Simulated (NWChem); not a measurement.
# C2H5O2 cation; SMILES C[OH+]C=O

```xyz
9

C      0.1507     1.7751     0.1547
O     -0.3507     0.3903     0.1541
C      0.3955    -0.8579    -0.2077
O     -0.1719    -1.8628    -0.1419
H      1.1945     1.7200    -0.1756
H     -0.4569     2.3479    -0.5552
H      0.0816     2.1529     1.1811
H     -1.2809     0.2325     0.4233
H      1.4208    -0.5595    -0.4895
```
Atoms are numbered in this order, from 1.

Computed with NWChem. All runs use the structure optimised with PBE0/def2-SVP. Atomic charges in e: unrestrained fits to the electrostatic potential beside Mulliken populations; buried atoms are poorly determined by the fit.

Q: Predict the results for B3LYP/def2-SVP. Quantities: ESP C1; Mulliken C1; ESP O2; Mulliken O2; ESP C3; Mulliken C3; ESP O4; Mulliken O4; relative RMS misfit of the potential (%).

A: 
- ESP C1: -0.05
- Mulliken C1: 0.13
- ESP O2: -0.21
- Mulliken O2: -0.23
- ESP C3: 0.48
- Mulliken C3: 0.33
- ESP O4: -0.24
- Mulliken O4: -0.02
- relative RMS misfit of the potential (%): 2
